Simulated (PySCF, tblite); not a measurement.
C5H7O3S (doublet state).
Numbering: `[CH3:1][C@@H:2]1[CH2:3][C:4]=[C:5]1[S:6](=[O:7])(=[O:8])[OH:9]` (hydrogens: H10, H11, H12 on C1; H13 on C2; H14, H15 on C3; H16 on O9)

Structure used (GFN2-xTB), in Å, numbered top down from 1:
```xyz
16
C5H7O3S angstrom
C     -1.5086    1.1240    0.3108
C     -0.7529    0.0136   -0.3851
C     -1.3350   -1.4232   -0.2486
C     -0.0490   -1.6952    0.4811
C      0.4681   -0.4835    0.3826
S      1.8942    0.4220    0.8587
O      1.6160    1.8063    0.6602
O      2.4022   -0.0293    2.1176
O      2.9505   -0.0491   -0.2726
H     -1.7816    0.8290    1.3216
H     -2.4144    1.3663   -0.2422
H     -0.8715    2.0034    0.3700
H     -0.5029    0.2679   -1.4163
H     -2.2268   -1.5005    0.3663
H     -1.4637   -1.9791   -1.1731
H      3.5680   -0.6637    0.1252
```

Jobs on this species (16 atoms, 77 electrons) with PySCF (density fitting) and tblite. Hardware of each: an Arm Neoverse V1 with one thread (shared host). Other jobs ran on the host; a repeat could differ by tens of per cent or more.

```json
{"level and settings": "GFN2-xTB", "work": "L-BFGS relaxation", "basis functions": "–", "SCF cycles": "–", "wall time": "?"}
{"level and settings": "GFN2-xTB", "work": "Hessian by finite differences", "basis functions": "–", "SCF cycles": "–", "wall time": "0.58 s"}
{"level and settings": "UKS B3LYP, pcH-1 on C H O S, non-relativistic, mean-field spin-orbit, GIAO", "work": "unrestricted SCF, g, hyperfine, density and orbital grids written", "basis functions": "305", "SCF cycles": "16", "wall time": "2.4 min"}
```

Problem. Fill in the missing figures.

Solution. 
- GFN2-xTB; L-BFGS relaxation: 1.1 s

Problem. What do all jobs in the table cost together?

Solution. About 2.4 min; the longest takes about 99 % of that, and about 250 times as long as the shortest.
